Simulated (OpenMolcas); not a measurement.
## Levels of Sm4+ by method

| Item | Value |
| --- | --- |
| Program | OpenMolcas 26.06 |
| Basis | ANO-RCC-VTZP [8s7p5d3f2g1h] |
| Scalar Hamiltonian | DKH2, point nucleus |
| Active space | 4 electrons in 7 orbitals (4f) |
| State averaging | 2S+1 = 5 even, 35 roots (21 in the spin-orbit step); 2S+1 = 3 even, 210 roots (15 in the spin-orbit step); 2S+1 = 1 even, 196 roots (0 in the spin-orbit step) |
| Spin-orbit coupling | RASSI with atomic mean-field integrals over the reference wave functions, term energies averaged over their components |

Methods on the same reference wave functions:
A. CASSCF
B. SS-CASPT2, IPEA 0.25 Eh, imaginary shift 0.1 Eh (closed shells correlated: 5s 5p)

Energies in cm⁻¹ above 4f⁴ ⁵I₄.

```
  Level      A      B
4f⁴ ⁵I₄    0.0    0.0
4f⁴ ⁵I₅   1728   1728
4f⁴ ⁵I₆   3716   3710
4f⁴ ⁵I₇   5919   5890
4f⁴ ⁵I₈   8294   8240
4f⁴ ⁵F₁  18800  16430
4f⁴ ⁵F₂  19491  17120
4f⁴ ⁵F₃  20528  18160
```

The lowest spin-free term lies below A's lowest term by 0.313 hartree in B.

CASPT2 breaks the degeneracy within a term, and the mean is taken; among the terms shown or strongly mixed into the levels shown the widest spread is 260 cm-1 (4f⁴ ⁵I, B). High states are left out of the spin-orbit mixing, which shifts the levels that they would mix with. Without dynamic correlation excited terms often stand tens of per cent too high (terms of higher spin than the ground term too low), and those without a measured partner can miss by more than the paired ones (holds for A). Levels of configurations outside the active space are missing. The table leaves out levels that lie high or whose names do not pair safely across all columns.
